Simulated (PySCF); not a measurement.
Spin-orbit coupling and the third ionisation energy along the 5d series

Two-component X2C-1e calculated with PySCF 2.14: MP2 on generalised Hartree-Fock spinors (GMP2), with spin-orbit coupling off and on (screened by Boettger's factors); no Breit or QED terms. Values in eV; the references (NIST) lie between the lowest levels. Elements whose determinants are no pure J levels are left out.

```
                                  element                  configurations  spin-free  with spin-orbit   shift         reference
Hf (x2c-SVPall-2c, [Kr] 4d10 4f14 frozen)   [Xe] 4f14 5d2 → [Xe] 4f14 5d1     21.703           21.818   0.115  22.55 ± 0.04 (t)
Ir (x2c-SVPall-2c, [Kr] 4d10 4f14 frozen)   [Xe] 4f14 5d7 → [Xe] 4f14 5d6     28.541           28.625   0.085      28 ± 1.6 (t)
Au (x2c-SVPall-2c, [Kr] 4d10 4f14 frozen)   [Xe] 4f14 5d9 → [Xe] 4f14 5d8     32.278           31.704  -0.574      30 ± 1.6 (t)
Hg (x2c-SVPall-2c, [Kr] 4d10 4f14 frozen)  [Xe] 4f14 5d10 → [Xe] 4f14 5d9     34.979           34.159  -0.819      34.49 ± 0.05
```

**Question.** Estimate the missing row, Pt (x2c-SVPall-2c, [Kr] 4d10 4f14 frozen).

**Answer.** The calculation gives spin-free 30.355; with spin-orbit 29.968; shift -0.387. The reference value is 29 ± 1.6 (t).

The largest shift is at Hg, -0.819 eV, where spin-orbit coupling lowers the species with fewer electrons by more than the one with more (starting occupations closed and 5d3/2^4 5d5/2^5).

What remains against the references is mostly the basis and correlation beyond MP2. References marked (s) are semi-empirical, (t) theoretical.
